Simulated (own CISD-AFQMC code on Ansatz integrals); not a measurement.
Constitutional and geometric isomers with formula C2H2Si. Gas-phase values, no solvent. Strings in code marks are SMILES.

Quantity: electronic energy of isomers of C2H2Si relative to `C1=C[Si]1`, in kcal/mol. AFQMC values (own CISD-AFQMC code on Ansatz integrals) carry a statistical error of up to ±0.35 kcal/mol (one standard error) and the bias of the phaseless constraint.

Case: `C#C[SiH]`. Geometry of `C(#C)[SiH]` (neutral, multiplicity 1, Å):

```xyz
5

C     -1.2644    -0.3654     0.3814
C     -0.0709    -0.2011     0.2319
Si     1.7365    -0.1892    -0.0769
H     -2.3120    -0.4930     0.5183
H      1.9109     1.2487     0.3897
```

Question: What electronic energy of isomers of C2H2Si relative to `C1=C[Si]1` does frozen-core phaseless AFQMC with a CISD trial state/cc-pVDZ // B3LYP-D3(BJ)/def2-TZVP (own CISD-AFQMC code on Ansatz integrals) give?

Answer: 20.8 kcal/mol.
